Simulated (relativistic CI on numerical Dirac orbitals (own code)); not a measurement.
Slater and spin-orbit integrals, Tl7+

Computed by Dirac-Coulomb-Breit CI, KLI orbitals optimised for each configuration, model QED, unscaled Slater integrals (own radial code, finite nucleus).

Slater integrals F^k, G^k are unscaled and averaged over j, outside the closed core [Kr] 4d10 4f14; ζ comes from projecting the Hamiltonian with its Breit term on Σ l·s of the shell.

- 5s2 5p6 5d6: F^2(5d,5d) = 88016, F^4(5d,5d) = 59632, ζ(5d) = 8743.2 cm⁻¹; <r>(5d) = 1.2, <r^2>(5d) = 1.631 (bohr units).
- 5s2 5p6 5d5 6s: F^2(5d,5d) = 88684, F^4(5d,5d) = 60116, ζ(5d) = 9044.1, G^2(5d,6s) = 25663 cm⁻¹; <r>(5d) = 1.191, <r^2>(5d) = 1.605, <r>(6s) = 1.824, <r^2>(6s) = 3.691 (bohr units).
- 5s2 5p6 5d5 5f: F^2(5d,5d) = 88744, F^4(5d,5d) = 60163, ζ(5d) = 9063.5, F^2(5d,5f) = 57148, F^4(5d,5f) = 35621, G^1(5d,5f) = 62993, G^3(5d,5f) = 38876, G^5(5d,5f) = 27673, ζ(5f) = 224.73 cm⁻¹; <r>(5d) = 1.19, <r^2>(5d) = 1.603, <r>(5f) = 1.855, <r^2>(5f) = 3.935 (bohr units).

Task: Give the Racah parameters of the d shell in 5s2 5p6 5d6.

Result: B = F²/49 − 5F⁴/441 = 1120 cm⁻¹ and C = 35F⁴/441 = 4733 cm⁻¹.

In this model ζ of a weakly bound d, f or g electron outside closed shells comes out too small, for d by up to a factor of two or three and at times with the wrong sign; that of an outer p electron is too small as well.

Averages of the first 10 configurations, taken without configuration mixing, which lowers the lowest level and can move excited configurations by several eV; other configurations of the list can lie among them:

```csv
Configuration,Parity,States,Average energy above the lowest level (eV)
5s2 5p6 5d6,even,210,7.0
5s2 5p6 5d5 6s,even,504,32.5
5s2 5p6 5d5 5f,odd,3528,64.2
5s2 5p6 5d4 6s2,even,210,60.6
5s2 5p6 5d5 6p,odd,1512,48.3
5s2 5p5 5d7,odd,720,79.6
5s2 5p6 5d4 6s 6p,odd,2520,75.4
5s2 5p6 5d5 5g,even,4536,89.3
5s2 5p6 5d4 6p2,even,3150,92.6
5s2 5p6 5d5 6d,even,2520,68.1
```
